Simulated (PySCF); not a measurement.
H$_{6}$OSi$_{2}$, triplet, at a GFN2-xTB geometry of the parent state (a higher spin typed on purpose: for a closed-shell molecule this is an excited state); MP2/cc-pVDZ run with PySCF.

PySCF was given this input:
```python
from pyscf import gto, scf, mp

mol = gto.M(
    atom='''
Si    1.58554558   -0.29465325    0.09305373
O    -0.00374610   -0.02898376   -0.03187953
Si   -1.58414102    0.30551525   -0.08108531
H     1.99636140   -0.92391127   -1.16028168
H     2.22242187    1.00620543    0.29041493
H     1.77723671   -1.17669751    1.24269936
H    -2.21375802   -0.47470673    0.98249776
H    -2.04757203   -0.09473461   -1.40797725
H    -1.72438507    1.74364671    0.14012516
''',
    basis='cc-pvdz',
    spin=2,
    verbose=3,
)

mf = scf.UHF(mol)
mf.kernel()

pt = mp.MP2(mf)
pt.kernel()
print('E(MP2) = %.10f' % pt.e_tot)
mf.analyze()
```

Problem. Write the output that PySCF gives for this input, abridged.

Solution. 
```
converged SCF energy = -655.99095035606  <S^2> = 2.0120017  2S+1 = 3.0079905
E(UMP2) = -656.378240893882  E_corr = -0.387290537822801
E(SCS-UMP2) = -656.384223134034  E_corr = -0.393272777974033
E(MP2) = -656.3782408939
**** MO energy ****
                             alpha | beta                alpha | beta
MO #1   energy= -68.820897269941   | -68.8202335203545  occ= 1 | 1
MO #2   energy= -68.8208903949942  | -68.8202265379987  occ= 1 | 1
MO #3   energy= -20.7416826023578  | -20.6961453635781  occ= 1 | 1
MO #4   energy= -6.17123265272087  | -6.17041347980475  occ= 1 | 1
MO #5   energy= -6.17119330494451  | -6.1703694699241   occ= 1 | 1
MO #6   energy= -4.28169679938814  | -4.2773609311739   occ= 1 | 1
MO #7   energy= -4.28168852493317  | -4.27734794447254  occ= 1 | 1
MO #8   energy= -4.27568393048763  | -4.27600169291163  occ= 1 | 1
MO #9   energy= -4.27566953929165  | -4.27599749774508  occ= 1 | 1
MO #10  energy= -4.27551485561232  | -4.27502797666733  occ= 1 | 1
MO #11  energy= -4.27550105207554  | -4.27501622657284  occ= 1 | 1
MO #12  energy= -1.55664687438986  | -1.39390354942307  occ= 1 | 1
MO #13  energy= -0.924392641428989 | -0.892647553708717 occ= 1 | 1
MO #14  energy= -0.815234350381847 | -0.687975669756901 occ= 1 | 1
MO #15  energy= -0.735415901192566 | -0.678125477998719 occ= 1 | 1
MO #16  energy= -0.709482980032489 | -0.621004284679153 occ= 1 | 1
MO #17  energy= -0.653340981103313 | -0.520884729056735 occ= 1 | 1
MO #18  energy= -0.513556807611495 | -0.496135523012389 occ= 1 | 1
MO #19  energy= -0.500157346689456 | -0.490789373678613 occ= 1 | 1
MO #20  energy= -0.498683974412768 | -0.469396741627601 occ= 1 | 1
MO #21  energy= -0.479700641455497 | -0.071234489035763 occ= 1 | 0
MO #22  energy= -0.103383318618862 | 0.129204238266194  occ= 1 | 0
MO #23  energy= 0.107680288771244  | 0.183616767072944  occ= 0 | 0
MO #24  energy= 0.166586938928339  | 0.193762797932038  occ= 0 | 0
MO #25  energy= 0.177068941089882  | 0.198060525407029  occ= 0 | 0
MO #26  energy= 0.19251471607613   | 0.203166626242515  occ= 0 | 0
MO #27  energy= 0.194196754283389  | 0.21747856623628   occ= 0 | 0
MO #28  energy= 0.210634192863639  | 0.224426514117421  occ= 0 | 0
MO #29  energy= 0.236885200982897  | 0.244963188212089  occ= 0 | 0
MO #30  energy= 0.366281596364599  | 0.384597340712805  occ= 0 | 0

To work with the spin densities directly, `use mulliken_meta_spin()` only printing them here.

 ** Mulliken spin pop alpha/beta on meta-lowdin orthogonal AOs **
 ** Mulliken Spin Density (per atom)  **
spin density of  0 Si =      0.40212
spin density of  1 O =      1.08071
spin density of  2 Si =      0.40204
spin density of  3 H =      0.04358
spin density of  4 H =     -0.02019
spin density of  5 H =      0.03419
spin density of  6 H =      0.03046
spin density of  7 H =      0.04641
spin density of  8 H =     -0.01931
 ** Mulliken pop alpha/beta on meta-lowdin orthogonal AOs **
 ** Mulliken atomic charges   ( Nelec_alpha | Nelec_beta ) **
charge of  0Si =      0.52683  (     6.93764      6.53553 )
charge of  1O =     -0.42581  (     4.75326      3.67255 )
charge of  2Si =      0.52693  (     6.93756      6.53551 )
charge of  3H =     -0.09411  (     0.56885      0.52527 )
charge of  4H =     -0.12299  (     0.55140      0.57159 )
charge of  5H =     -0.09685  (     0.56552      0.53133 )
charge of  6H =     -0.09879  (     0.56462      0.53417 )
charge of  7H =     -0.09269  (     0.56955      0.52314 )
charge of  8H =     -0.12252  (     0.55160      0.57091 )
Dipole moment(X, Y, Z, Debye): -0.06296, -0.38059, -0.17966
```
